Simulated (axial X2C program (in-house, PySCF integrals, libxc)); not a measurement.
**NaBr along the bond: HF, 2c**

All values were computed with an in-house relativistic program for diatomic molecules. Two-component (2c) means X2C with spin–orbit coupling and atomic mean-field two-electron Coulomb and Gaunt terms. Basis: Br dyall-cv3z [8s9p6d4f1g], Na dyall-cv3z [9s8p5d2f] (cores contracted in-house); Gaussian nuclei, density fitting, unrestricted open shells. Masses: Br 78.918 u, Na 22.990 u.

State: Ω = 0 (closed shell). Dipoles are positive if Na is the positive end.

| R (Å) | μ (D) | HOMO (eV) | LUMO (eV) |
| --- | --- | --- | --- |
| 2.185 | 8.113 | -9.19 | -0.36 |
| 2.286 | 8.487 | -9.06 | -0.41 |
| 2.361 | 8.782 | -8.96 | -0.45 |
| 2.437 | 9.088 | -8.87 | -0.50 |
| 2.512 | 9.405 | -8.78 | -0.54 |
| 2.600 | 9.785 | -8.68 | -0.60 |
| 2.688 | 10.177 | -8.58 | -0.65 |
| 2.801 | 10.696 | -8.46 | -0.73 |
| 2.939 | 11.351 | -8.31 | -0.82 |
| 3.140 | 12.338 | -8.10 | -0.96 |

Problem. The minimum lies at 2.535 Å. What is the dipole moment there, and its slope?

Solution. At HF, 2c, with the sign and origin stated: μ = 9.50 D, dμ/dR = 4.30 D/Å.

The state is a single determinant with fixed occupations, the lowest that a limited PBE0 search found. Closed shells are restricted here (equal orbitals for both partners); the stretched side of such a curve lies too high.
